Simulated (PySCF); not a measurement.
Compound: C3H8F2O2Si.
Z-matrix (Å and degrees, GFN2-xTB geometry), rows numbered from 1:
```
C 
O   1  1.3896
Si  2  1.6117  1  125.53
O   3  1.6232  2   97.36  1  -179.98
C   4  1.3738  3  127.41  2   169.70
C   5  1.5276  4  113.98  3    46.56
F   6  1.3485  5  111.68  4    48.86
F   6  1.3548  5  110.89  4   -69.68
H   1  1.0903  2  108.23  3  -170.27
H   1  1.0922  2  111.27  3   -50.20
H   1  1.0930  2  110.54  3    70.09
H   3  1.4660  2  112.56  1   -63.06
H   3  1.4609  2  111.87  1    61.88
H   5  1.0991  4  110.91  3   -73.66
H   5  1.0960  4  108.08  3   166.76
H   6  1.1015  5  112.04  4   170.23
```

Computed, not measured: PBE0/def2-SVPD in PySCF (dipole) on a GFN2-xTB geometry, gas phase.

Masses are those of the commonest isotopes; rigid-rotor values at the optimised geometry. The values belong to one conformer with, in the numbering `[CH3:1][O:2][SiH2:3][O:4][CH2:5][CH:6]([F:7])[F:8]`, C1–O2–Si3–O4 180°, O2–Si3–O4–C5 170°, Si3–O4–C5–C6 47°, O4–C5–C6–F7 49°.

(1) What are A, B and C (MHz)?

(2) What kind of rotor is it?

(3) Is it planar, by Δ = Ic − Ia − Ib?

(4) Give the other two planar moments, Paa and Pbb, and the rms extents of the mass along the axes.

(5) List the rotational levels J(Ka,Kc) to J = 4 (cm⁻¹).

(6) Predict some low-J microwave lines.

## Answers

(1) Ia = 126.77, Ib = 609.89, Ic = 630.61 u·Å²; 505379 MHz·u·Å²/I gives A = 3986, B = 828.6, C = 801.4 MHz.

(2) A near-prolate asymmetric top; Ray's κ = -0.983.

(3) Not planar: Δ = Ic − Ia − Ib = -106.06 u·Å². For a rigid frame Δ = −2 Σ m c², so Σ m c² = 53.03 u·Å² lies off the ab plane: 7.54 from hydrogen and 45.49 from heavier atoms. The atom farthest from that plane is 1.62 Å away.

(4) Paa = Σ m a² = (Ib + Ic − Ia)/2 = 556.86 and Pbb = Σ m b² = (Ia + Ic − Ib)/2 = 73.74 u·Å². With the mass M = 142.03 u, the rms extents √(P/M) along a, b and c are 1.98, 0.72, 0.61 Å.

(5) Above 0(0,0):
J = 1: 1(0,1) 0.0544, 1(1,1) 0.1597, 1(1,0) 0.1606
J = 2: 2(0,2) 0.1631, 2(1,2) 0.2675, 2(1,1) 0.2703, 2(2,1) 0.5863, 2(2,0) 0.5863
J = 3: 3(0,3) 0.3262, 3(1,3) 0.4293, 3(1,2) 0.4347, 3(2,2) 0.7494, 3(2,1) 0.7494, 3(3,1) 1.2783, 3(3,0) 1.2783
J = 4: 4(0,4) 0.5436, 4(1,4) 0.6450, 4(1,3) 0.6540, 4(2,3) 0.9669, 4(2,2) 0.9670, 4(3,2) 1.4958, 4(3,1) 1.4958, 4(4,1) 2.2363, 4(4,0) 2.2363
Those of J = 1 are B + C, A + C and A + B.

(6) The dipole components are |μa| = 0.57 D, |μb| = 0.35 D, |μc| = 1.20 D. The squared components, which scale the intensities, stand as 0.23 : 0.09 : 1.00 (a : b : c). Some of the stronger lines:

| type | branch | J(Ka,Kc) | MHz | lower level (cm⁻¹) |
| --- | --- | --- | --- | --- |
| a | R | 1(0,1) ← 0(0,0) | 1630 | 0.000 |
| c | Q | 2(1,2) ← 2(0,2) | 3131 | 0.163 |
| c | Q | 1(1,1) ← 1(0,1) | 3158 | 0.054 |
| b | Q | 1(1,0) ← 1(0,1) | 3185 | 0.054 |
| b | Q | 2(1,1) ← 2(0,2) | 3212 | 0.163 |
| a | R | 2(1,2) ← 1(1,1) | 3233 | 0.160 |
| a | R | 2(0,2) ← 1(0,1) | 3260 | 0.054 |
| a | R | 2(1,1) ← 1(1,0) | 3287 | 0.161 |
| b | R | 1(1,1) ← 0(0,0) | 4788 | 0.000 |
| c | R | 1(1,0) ← 0(0,0) | 4815 | 0.000 |
| b | R | 2(1,2) ← 1(0,1) | 6391 | 0.054 |
| c | R | 2(1,1) ← 1(0,1) | 6472 | 0.054 |
| c | Q | 2(2,1) ← 2(1,1) | 9474 | 0.270 |
| b | Q | 2(2,0) ← 2(1,1) | 9474 | 0.270 |
| b | Q | 2(2,1) ← 2(1,2) | 9555 | 0.268 |
| b | R | 2(2,1) ← 1(1,0) | 12761 | 0.161 |
| c | R | 2(2,0) ← 1(1,0) | 12761 | 0.161 |
| c | R | 2(2,1) ← 1(1,1) | 12788 | 0.160 |
| b | R | 2(2,0) ← 1(1,1) | 12788 | 0.160 |

GFN2-xTB frequencies: not computed here. Zero-point vibration and centrifugal distortion are left out. A rigid rotor knows nothing of internal rotation, which can split or shift real lines.

Hardware: one thread, Arm Neoverse V1 (aarch64), shared host. Cost: 53 s wall, 0.97 GiB resident at most. This is the PBE0/def2-SVPD job that gave the dipole, with the excitations it also computed.
